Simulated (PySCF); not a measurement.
# Excitation energy of Sc²⁺ by level of theory

Sc²⁺ [Ar] 3d1 (2D) → Sc²⁺ [Ar] 4p1 (2P), as a difference of total energies. All numbers are calculated (PySCF 2.14, the non-relativistic Hamiltonian (point nucleus), in def2-TZVPPD (6s6p4d2f1g, 67 functions)). Correlated levels: valence and next inner shell: [Ne] frozen. The calculations carry no spin-orbit coupling.

| method | excitation energy (eV) |
| --- | --- |
| UHF | 7.401 |
| MP2 (valence and next inner shell) | 7.190 |
| SCS-MP2 (valence and next inner shell) | 7.230 |
| CCSD (valence and next inner shell) | 7.199 |
| CCSD(T) (valence and next inner shell) | 7.198 |

Question: How much does correlation contribute at CCSD(T) (valence and next inner shell)?

Answer: 7.198 − (7.401) = -0.203 eV, measured against UHF.

A first-order spin-orbit estimate (lowest level to lowest level, LS coupling) adds -0.013 eV.
